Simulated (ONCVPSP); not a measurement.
chromium, ONCV: configuration errors across variants

ONCVPSP 4.0.1 input, shortened (lines: element, Z, core and valence counts, functional; n l f; lmax; l rc ep ncon nbas qcut; lloc lpopt rc5 dvloc0; l nproj debl; icmod fcfact rcfact), PBE, fully relativistic:

```
  Cr 24.00    3    4        4      upf
    1    0    2.00
    2    0    2.00
    2    1    6.00
    3    0    2.00
    3    1    6.00
    3    2    5.00
    4    0    1.00
    2
    0    1.35    0.00    5    8   11.00
    1    1.00    0.00    4    8    7.40
    2    1.95    0.00    4    9    6.60
    4    3    0.95    1.00
    0    2    3.20
    1    2    2.00
    2    3    3.30
    3    4.50    1.55
```

Open shells are filled in proportion to 2j + 1.

All-electron excitation energies from the reference (eV): (1) 3s2 3p6 3d5 4s0 6.902; (2) 3s2 3p6 3d4 4s0 22.954; (3) 3s2 3p6 3d5 4s0 4p1 3.121.

4 further variants failed, have other tests or another functional or relativity, and are left out.

A true bound ghost makes a file unfit for plane-wave use even where its test errors are small: the radial tests pick states by their node count and pass the ghost by.

Errors AE − PS in meV (a dash: test not solved or not reliable):

```tsv
change	(1)	(2)	(3)	bound ghosts	GHOST(+) flags above zero
base	+11	+18	+3.0	none	none
core correction Teter function, fcfact 4.5, rcfact 1.76	+11	+18	+3.0	none	none
all radii but the core radius scaled by about 1.24 (s 1.68, p 1.24, d 2.42 bohr); local potential polynomial inside 1.18 bohr (lpopt 3, dvloc0 1 Ha)	+12	+30	+2.4	none	none
d: rc 1.96	+11	+18	+3.1	none	none
core correction Teter function, fcfact 1.5, rcfact 1.4	+11	+18	+3.0	none	none
```

(1) Give the same row for: d: debl 0.25.

Results:

(1) +11, +17, +3.0; bound ghosts: d5/2, d3/2; GHOST(+) flags above zero: none.
